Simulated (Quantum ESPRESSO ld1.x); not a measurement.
All-electron atom: the dysprosium ion Dy2+ in [Xe] 4f10.

All-electron calculation, scalar-relativistic Kohn-Sham, revPBE, spin-unpolarised, spherical densities, point nucleus. Program: ld1.x of Quantum ESPRESSO 7.5.

Energy parts (hartree):
total: -12156.913
kinetic: 13117.164
electron-nucleus: -29719.060
Hartree: 4708.008
exchange-correlation: -263.025

Orbitals (lengths in bohr, moments of r in powers of bohr; <r^-3> diverges for s and p1/2; r(max) is where P^2 peaks):
| orbital | occ. | eigenvalue (hartree) | <r^-3> | r(max) | <1/r> | <r> |
|---|---|---|---|---|---|---|
| 1s | 2 | -1972.64 | - | 0.013 | 74.59 | 0.02111 |
| 2s | 2 | -328.917 | - | 0.076 | 17.33 | 0.08976 |
| 2p | 6 | -291.859 | 12810 | 0.061 | 16.09 | 0.07945 |
| 3s | 2 | -73.6097 | - | 0.216 | 6.378 | 0.2345 |
| 3p | 6 | -62.2363 | 2725 | 0.212 | 5.977 | 0.2334 |
| 3d | 10 | -47.6288 | 364.7 | 0.172 | 5.668 | 0.2121 |
| 4s | 2 | -14.9696 | - | 0.496 | 2.688 | 0.5299 |
| 4p | 6 | -11.2272 | 609.8 | 0.516 | 2.464 | 0.5617 |
| 4d | 10 | -6.13404 | 68.27 | 0.533 | 2.172 | 0.6099 |
| 4f | 10 | -0.62487 | 9.004 | 0.541 | 1.558 | 0.8670 |
| 5s | 2 | -2.31456 | - | 1.16 | 1.017 | 1.300 |
| 5p | 6 | -1.44568 | 77.00 | 1.33 | 0.8487 | 1.534 |
| 5d | 0 | -0.49576 | 3.387 | 1.92 | 0.5164 | 2.486 |
| 6s | 0 | -0.53339 | - | 3.10 | 0.3683 | 3.418 |

The highest occupied level is 4f at -17.004 eV. For comparison, the ionisation energy in NIST's Atomic Spectra Database is 22.89 eV (semi-empirical). In exact Kohn-Sham theory the highest level is minus the ionisation energy, but local and semilocal functionals leave it too shallow, through self-interaction and a potential that decays too fast; potentials with the right tail come closer. The density falls to 0.001 e/bohr^3 at r = 3.40 bohr.

Beside tabulated values, note that spin-unpolarised runs miss the spin-polarisation part of the exchange energy of open shells.
